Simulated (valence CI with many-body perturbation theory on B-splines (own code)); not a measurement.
**Level structure of Cs48+**

Method: valence CI with perturbative core correlation (CI+MBPT): five valence electrons over a frozen Dirac-Fock core [He], radial functions for each j: 11 s, 11 p, 10 d, 8 f, 5 g, 2 h, with the one-electron correlation potential Σ1, the two-electron term Σ2, the three-electron term Σ3, Breit, model QED; selected CI, second order for the rest, scaled by the run's own slope (own B-spline code, finite nucleus).

No measured spectrum was set against this ion. As an estimate, large intervals hold to a few tenths of a per cent, small ones and those within an open d or f shell to about a per cent. Among the levels kept, up to 7300 cm⁻¹ of a level comes from second order outside the variational space, and about a tenth of that is noise between levels of different J, which matters for small intervals.

Levels 46 to 90 of 199, with energies above the lowest level, (2s^2 2p1/2^2 2p3/2) J=3/2. "Leading %" is the weight of the configuration and term that name the level; weights of strongly mixed levels are sums over their largest components and can fall short. In the jj column 3d3/2^4 stands for four electrons in 3d with j = 3/2. Lifetimes count E1, E2, E3, M1 and M2 decay at the calculated energies, and are blank where another channel may lead or the interval is too uncertain; long ones can be off by a factor of two.

```tsv
No.	Configuration	Term	J	E (eV)	Leading %	Second component	g	Lifetime	Leading jj
46	2s²2p²3d	⁴D	7/2	5391.8	48	33 % 2s²2p²3d ⁴F	1.303	78.5 fs	2s^2 2p1/2 2p3/2 3d5/2 (97 %)
47	2s²2p²3d	⁴P	5/2	5394.5	22	18 % 2s²2p²3d ²F	1.256	5.86 fs	2s^2 2p1/2 2p3/2 3d3/2 (53 %)
48	2s²2p²3d	²D	3/2	5395.3	41	24 % 2s²2p²3d ⁴D	1.117	2.82 fs	2s^2 2p1/2 2p3/2 3d3/2 (76 %)
49	2s²2p²3d	⁴P	1/2	5400.7	35	31 % 2s²2p²3d ²P	1.722	1.59 fs	2s^2 2p1/2 2p3/2 3d3/2 (95 %)
50	2s²2p²3d	⁴P	3/2	5406.6	38	36 % 2s²2p²3d ²P	1.395	2.40 fs	2s^2 2p1/2 2p3/2 3d5/2 (84 %)
51	2s²2p²3d	²G	9/2	5408.7	62	38 % 2s²2p²3d ⁴F	1.183	39.7 ps	2s^2 2p1/2 2p3/2 3d5/2 (100 %)
52	2s²2p²3d	²F	5/2	5409.0	38	30 % 2s²2p²3d ⁴D	1.140	2.27 fs	2s^2 2p1/2 2p3/2 3d5/2 (81 %)
53	2s²2p²3d	²D	5/2	5421.6	61	21 % 2s²2p²3d ⁴P	1.223	1.59 fs	2s^2 2p1/2 2p3/2 3d5/2 (93 %)
54	2s²2p²3d	²F	7/2	5427.9	65	18 % 2s²2p²3d ²G	1.115	1.55 fs	2s^2 2p1/2 2p3/2 3d5/2 (95 %)
55	2s²2p²3d	²D	3/2	5430.5	59	28 % 2s²2p²3d ²P	0.957	2.30 fs	2s^2 2p1/2 2p3/2 3d5/2 (98 %)
56	2s²2p²3d	²P	1/2	5434.1	60	33 % 2s²2p²3d ²S	1.143	2.08 fs	2s^2 2p1/2 2p3/2 3d5/2 (98 %)
57	2s2p³3p	²P	1/2	5444.2	34	20 % 2s2p³3p ⁴D	1.170	31.1 fs	2s 2p1/2^2 2p3/2 3p1/2 (93 %)
58	2s2p³3p	²D	3/2	5445.2	32	25 % 2s2p³3p ⁴F	0.953	31.8 fs	2s 2p1/2^2 2p3/2 3p1/2 (96 %)
59	2s2p³3p	⁴D	7/2	5486.4	46	34 % 2s2p³3p ⁶P	1.464	526 fs	2s 2p1/2^2 2p3/2 3p3/2 (97 %)
60	2s2p³3p	⁴P	3/2	5493.1	34	24 % 2s2p³3p ²P	1.556	10.1 fs	2s 2p1/2^2 2p3/2 3p3/2 (96 %)
61	2s²2p²3s	⁴P	5/2	5503.1	49	30 % 2s²2p²3s ²D	1.435	30.8 fs	2s^2 2p3/2^2 3s (79 %)
62	2s2p³3p	⁴P	5/2	5506.2	29	17 % 2s2p³3p ²D	1.434	13.0 fs	2s 2p1/2^2 2p3/2 3p3/2 (78 %)
63	2s2p³3p	²P	1/2	5509.4	36	30 % 2s2p³3p ⁴P	1.575	5.86 fs	2s 2p1/2^2 2p3/2 3p3/2 (97 %)
64	2s²2p²3s	²P	3/2	5510.8	52	35 % 2s²2p²3s ²D	1.164	13.1 fs	2s^2 2p3/2^2 3s (97 %)
65	2s²2p²3s	²S	1/2	5547.8	68	19 % 2s²2p²3s ⁴P	1.979	23.8 fs	2s^2 2p3/2^2 3s (97 %)
66	2s2p³3p	²D	5/2	5553.9	29	18 % 2s2p³3p ⁴P	1.248	14.3 fs	2s 2p1/2^2 2p3/2 3p3/2 (98 %)
67	2s2p³3d	⁴D°	5/2	5557.4	30	24 % 2s2p³3d ⁶D°	1.295	25.2 fs	2s 2p1/2^2 2p3/2 3d3/2 (96 %)
68	2s2p³3d	⁶D°	3/2	5560.5	31	19 % 2s2p³3d ⁴P°	1.423	12.3 fs	2s 2p1/2^2 2p3/2 3d3/2 (97 %)
69	2s2p³3d	⁴F°	7/2	5562.1	24	24 % 2s2p³3d ⁶D°	1.297	567 fs	2s 2p1/2^2 2p3/2 3d3/2 (86 %)
70	2s2p³3d	⁴P°	1/2	5562.4	44	34 % 2s2p³3d ⁶D°	2.432	35.3 fs	2s 2p1/2^2 2p3/2 3d3/2 (97 %)
71	2s2p³3p	²P	3/2	5564.7	30	16 % 2s2p³3p ⁴D	1.215	15.8 fs	2s 2p1/2^2 2p3/2 3p3/2 (97 %)
72	2s2p³3p	⁴P	1/2	5568.6	43	16 % 2s2p³3p ²S	1.793	200 fs	2s 2p1/2^2 2p3/2 3p3/2 (96 %)
73	2s²2p²3p	²P°	3/2	5582.9	26	24 % 2s²2p²3p ⁴P°	1.432	677 fs	2s^2 2p3/2^2 3p1/2 (97 %)
74	2s2p³3d	⁴F°	9/2	5583.0	47	34 % 2s2p³3d ⁶D°	1.361	30.2 ps	2s 2p1/2^2 2p3/2 3d5/2 (98 %)
75	2s²2p²3p	²D°	5/2	5586.2	40	25 % 2s²2p²3p ²F°	1.179	839 fs	2s^2 2p3/2^2 3p1/2 (97 %)
76	2s2p³3d	⁴D°	5/2	5600.7	33	20 % 2s2p³3d ²D°	1.339	3.25 fs	2s 2p1/2^2 2p3/2 3d5/2 (97 %)
77	2s2p³3d	⁴D°	3/2	5602.0	28	14 % 2s2p³3d ⁴P°	1.069	7.65 fs	2s 2p1/2^2 2p3/2 3d5/2 (70 %)
78	2s2p³3d	⁴D°	7/2	5608.8	41	27 % 2s2p³3d ²F°	1.276	1.79 fs	2s 2p1/2^2 2p3/2 3d5/2 (85 %)
79	2s2p³3d	⁴D°	1/2	5620.3	56	19 % 2s2p³3d ²P°	0.590	2.70 fs	2s 2p1/2^2 2p3/2 3d5/2 (75 %)
80	2s2p³3d	²F°	5/2	5624.4	33	26 % 2s2p³3d ⁴G°	0.919	34.4 fs	2s 2p1/2^2 2p3/2 3d3/2 (98 %)
81	2s²2p²3p	²P°	1/2	5625.3	70	15 % 2s²2p²3p ⁴D°	0.668	122 fs	2s^2 2p3/2^2 3p1/2 (92 %)
82	2s2p³3d	²D°	3/2	5631.1	40	18 % 2s2p³3d ²P°	0.982	3.58 fs	2s 2p1/2^2 2p3/2 3d3/2 (71 %)
83	2s2p³3d	²P°	1/2	5634.6	54	14 % 2s2p³3d ⁴D°	0.626	9.63 fs	2s 2p1/2^2 2p3/2 3d3/2 (76 %)
84	2s2p³3s	⁶S°	5/2	5651.7	45	39 % 2s2p³3s ⁴D°	1.623	72.7 fs	2s 2p1/2 2p3/2^2 3s (94 %)
85	2s2p³3d	²F°	7/2	5655.4	31	18 % 2s2p³3d ⁴D°	1.167	9.38 fs	2s 2p1/2^2 2p3/2 3d5/2 (98 %)
86	2s2p³3d	²D°	5/2	5665.7	32	12 % 2s2p³3d ²F°	1.135	1.77 fs	2s 2p1/2^2 2p3/2 3d5/2 (96 %)
87	2s2p³3d	²P°	3/2	5667.2	28	15 % 2s2p³3d ⁴P°	1.299	2.67 fs	2s 2p1/2^2 2p3/2 3d5/2 (96 %)
88	2s²2p²3p	⁴D°	7/2	5670.6	40	33 % 2s2p³3s ⁴D°	1.337	253 fs	2s^2 2p3/2^2 3p3/2 (66 %)
89	2s2p³3s	⁴S°	3/2	5671.3	45	29 % 2s2p³3s ⁴D°	1.460	14.4 fs	2s 2p1/2 2p3/2^2 3s (95 %)
90	2s²2p²3p	²D°	5/2	5676.5	47	33 % 2s²2p²3p ⁴P°	1.310	223 fs	2s^2 2p3/2^2 3p3/2 (89 %)
```
